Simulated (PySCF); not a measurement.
Stepwise substitution at one centre (In CH3-NH2). All species are isolated molecules in the gas phase. One relaxed conformer stands for each flexible species; it need not be the lowest. Strings in code marks are SMILES.

The T1 excitation (TDA) from two functionals at the same geometries (B3LYP-D3(BJ)/def2-TZVP), both in PySCF: PBE-D3(BJ)/def2-TZVP and ωB97X-D3(BJ)/def2-TZVP. Excitations are Tamm–Dancoff values on a coarser integration grid. The basis has no diffuse functions, so Rydberg states are missing or too high.

```csv
species,PBE-D3(BJ)/def2-TZVP (eV),ωB97X-D3(BJ)/def2-TZVP (eV)
0 of 3 CH3 replaced by NH2 (`[CH3][In]([CH3])[CH3]`),4.09,4.81
1 of 3 CH3 replaced by NH2 (`[CH3][In]([CH3])[NH2]`),3.77,4.94
2 of 3 CH3 replaced by NH2,3.83,4.96
3 of 3 CH3 replaced by NH2,3.44,4.56
```

Over these rows, drawn at random from the members with no instability flagged (it was tested for open shells, ions and some series alone), PBE minus ωB97X-D3(BJ): mean -1.03 eV, from -1.17 eV to -0.72 eV.
